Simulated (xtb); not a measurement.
Input for xtb: GFN2-xTB on iodoethane (SMILES CCI), a point of a torsion scan.

```
$ xtb mol.xyz --gfn 2 --sp --chrg 0 --uhf 0
8

C     -0.78651270     0.23652300     0.02484355
C      0.56655337    -0.43987869    -0.03681693
I      0.65161474    -2.22800133     1.18341985
H     -1.19206971     0.22652919     1.03393045
H     -1.50172788    -0.27925656    -0.61464954
H     -0.69946311     1.26616923    -0.31644062
H      0.82548829    -0.74405969    -1.04688532
H      1.34888311     0.20444466     0.35748492
```

The log:

```
[...]
           -------------------------------------------------
          |                Calculation Setup                |
           -------------------------------------------------



           -------------------------------------------------
          |                 G F N 2 - x T B                 |
           -------------------------------------------------

        Reference                      10.1021/acs.jctc.8b01176
      * Hamiltonian:
        H0-scaling (s, p, d)           1.850000    2.230000    2.230000
        zeta-weighting                 0.500000
      * Dispersion:
        s8                             2.700000
        a1                             0.520000
        a2                             5.000000
        s9                             5.000000
      * Repulsion:
        kExp                           1.500000    1.000000
        rExp                           1.000000
      * Coulomb:
        alpha                          2.000000
        third order                    shell-resolved
        anisotropic                    true
        a3                             3.000000
        a5                             4.000000
        cn-shift                       1.200000
        cn-exp                         4.000000
        max-rad                        5.000000


          ...................................................
          :                      SETUP                      :
          :.................................................:
          :  # basis functions                  23          :
          :  # atomic orbitals                  22          :
          :  # shells                           12          :
          :  # electrons                        20          :
          :  max. iterations                   250          :
          :  Hamiltonian                  GFN2-xTB          :
          :  restarted?                      false          :
          :  GBSA solvation                  false          :
          :  PC potential                    false          :
          :  electronic temp.          300.0000000     K    :
          :  accuracy                    1.0000000          :
          :  -> integral cutoff          0.2500000E+02      :
          :  -> integral neglect         0.1000000E-07      :
          :  -> SCF convergence          0.1000000E-05 Eh   :
          :  -> wf. convergence          0.1000000E-03 e    :
          :  Broyden damping             0.4000000          :
          :  net charge                          0          :
          :  unpaired electrons                  0          :
          ...................................................

 iter      E             dE          RMSdq      gap      omega  full diag
   1    -10.7261045 -0.107261E+02  0.733E+00    5.15       0.0  T
   2    -10.7402573 -0.141528E-01  0.494E+00    4.66       1.0  T
   3    -10.7333332  0.692411E-02  0.313E+00    4.94       1.0  T
   4    -10.7437753 -0.104421E-01  0.797E-01    4.66       1.0  T
   5    -10.7440159 -0.240615E-03  0.358E-01    4.65       1.0  T
   6    -10.7440635 -0.476480E-04  0.219E-01    4.63       1.0  T
   7    -10.7440950 -0.314598E-04  0.336E-02    4.63       1.1  T
   8    -10.7440952 -0.211748E-06  0.147E-02    4.63       2.4  T
   9    -10.7440952 -0.406541E-07  0.200E-03    4.63      17.7  T
  10    -10.7440952 -0.126136E-08  0.178E-04    4.63     198.2  T
  11    -10.7440952 -0.256524E-10  0.716E-05    4.63     494.0  T

   *** convergence criteria satisfied after 11 iterations ***

         #    Occupation            Energy/Eh            Energy/eV
      -------------------------------------------------------------
         1        2.0000           -0.7344304             -19.9849
       ...           ...                  ...                  ...
         4        2.0000           -0.5356432             -14.5756
         5        2.0000           -0.5218026             -14.1990
         6        2.0000           -0.5008706             -13.6294
         7        2.0000           -0.4705603             -12.8046
         8        2.0000           -0.4623969             -12.5825
         9        2.0000           -0.4060325             -11.0487
        10        2.0000           -0.4040324             -10.9943 (HOMO)
        11                         -0.2338275              -6.3628 (LUMO)
        12                          0.0220894               0.6011
        13                          0.0240655               0.6549
        14                          0.0320977               0.8734
        15                          0.0491548               1.3376
       ...                                ...                  ...
        22                          0.3581755               9.7465
      -------------------------------------------------------------
                  HL-Gap            0.1702049 Eh            4.6315 eV
             Fermi-level           -0.3189300 Eh           -8.6785 eV

 SCC (total)                   0 d,  0 h,  0 min,  0.013 sec
 SCC setup                      ...        0 min,  0.000 sec (  0.753%)
 Dispersion                     ...        0 min,  0.000 sec (  0.237%)
 classical contributions        ...        0 min,  0.000 sec (  0.107%)
 integral evaluation            ...        0 min,  0.001 sec (  3.788%)
 iterations                     ...        0 min,  0.007 sec ( 54.876%)
 molecular gradient             ...        0 min,  0.005 sec ( 39.190%)
 printout                       ...        0 min,  0.000 sec (  0.929%)

         :::::::::::::::::::::::::::::::::::::::::::::::::::::
         ::                     SUMMARY                     ::
         :::::::::::::::::::::::::::::::::::::::::::::::::::::
         :: total energy             -10.637529831688 Eh    ::
         :: gradient norm              0.007083855802 Eh/a0 ::
         :: HOMO-LUMO gap              4.631511622188 eV    ::
         ::.................................................::
         :: SCC energy               -10.744094549987 Eh    ::
         :: -> isotropic ES            0.004023384565 Eh    ::
         :: -> anisotropic ES          0.001685595534 Eh    ::
         :: -> anisotropic XC          0.003694855627 Eh    ::
         :: -> dispersion             -0.003770989064 Eh    ::
         :: repulsion energy           0.106564718299 Eh    ::
         :: add. restraining           0.000000000000 Eh    ::
         :: total charge               0.000000000000 e     ::
         :::::::::::::::::::::::::::::::::::::::::::::::::::::

           -------------------------------------------------
          |                Property Printout                |
           -------------------------------------------------

    * Orbital Energies and Occupations

         #    Occupation            Energy/Eh            Energy/eV
      -------------------------------------------------------------
         1        2.0000           -0.7344304             -19.9849
         2        2.0000           -0.6402519             -17.4221
         3        2.0000           -0.5941763             -16.1684
         4        2.0000           -0.5356432             -14.5756
         5        2.0000           -0.5218026             -14.1990
         6        2.0000           -0.5008706             -13.6294
         7        2.0000           -0.4705603             -12.8046
         8        2.0000           -0.4623969             -12.5825
         9        2.0000           -0.4060325             -11.0487
        10        2.0000           -0.4040324             -10.9943 (HOMO)
        11                         -0.2338275              -6.3628 (LUMO)
        12                          0.0220894               0.6011
        13                          0.0240655               0.6549
Note: The following floating-point exceptions are signalling: IEEE_DENORMAL
normal termination of xtb
        14                          0.0320977               0.8734
        15                          0.0491548               1.3376
        16                          0.1177642               3.2045
        17                          0.1346624               3.6643
        18                          0.1549403               4.2161
        19                          0.1782737               4.8511
        20                          0.2275765               6.1927
        21                          0.2698890               7.3441
        22                          0.3581755               9.7465
      -------------------------------------------------------------
                  HL-Gap            0.1702049 Eh            4.6315 eV
             Fermi-level           -0.3189300 Eh           -8.6785 eV

     #   Z          covCN         q      C6AA      α(0)
     1   6 C        3.856    -0.100    22.375     6.727
     2   6 C        3.780     0.006    20.508     6.451
     3  53 I        1.077    -0.155   383.512    33.806
     4   1 H        0.925     0.056     2.249     2.345
     5   1 H        0.925     0.047     2.362     2.403
     6   1 H        0.925     0.045     2.387     2.416
     7   1 H        0.932     0.052     2.298     2.370
     8   1 H        0.935     0.052     2.299     2.371

 Mol. C6AA /au·bohr⁶  :       1321.591036
 Mol. C8AA /au·bohr⁸  :      69334.100710
 Mol. α(0) /au        :         58.890320


Wiberg/Mayer (AO) data.
largest (>0.10) Wiberg bond orders for each atom

 ---------------------------------------------------------------------------
     #   Z sym  total        # sym  WBO       # sym  WBO       # sym  WBO
 ---------------------------------------------------------------------------
     1   6 C    3.993 --     2 C    1.037     5 H    0.988     4 H    0.985
                             6 H    0.976
     2   6 C    3.966 --     1 C    1.037     7 H    0.985     8 H    0.985
                             3 I    0.957
     3  53 I    0.989 --     2 C    0.957
     4   1 H    0.997 --     1 C    0.985
     5   1 H    0.998 --     1 C    0.988
     6   1 H    0.998 --     1 C    0.976
     7   1 H    0.997 --     2 C    0.985
     8   1 H    0.997 --     2 C    0.985
 ---------------------------------------------------------------------------

Topologies differ in total number of bonds
Writing topology from bond orders to xtbtopo.mol

molecular dipole:
                 x           y           z       tot (Debye)
 q only:       -0.141       0.659      -0.392
   full:       -0.152       1.298      -0.837       3.944
molecular quadrupole (traceless):
                xx          xy          yy          xz          yz          zz
 q only:        2.068       1.020      -2.627      -0.823       2.446       0.558
  q+dip:        5.556       2.961      -7.398      -1.742       7.967       1.842
   full:        4.831       2.605      -6.393      -1.681       6.555       1.561


           -------------------------------------------------
          | TOTAL ENERGY              -10.637529831688 Eh   |
          | GRADIENT NORM               0.007083855802 Eh/α |
          | HOMO-LUMO GAP               4.631511622188 eV   |
           -------------------------------------------------

------------------------------------------------------------------------
------------------------------------------------------------------------
 total:
 SCF:
```

The run finished.

Cost: very roughly 0.07 core-seconds.
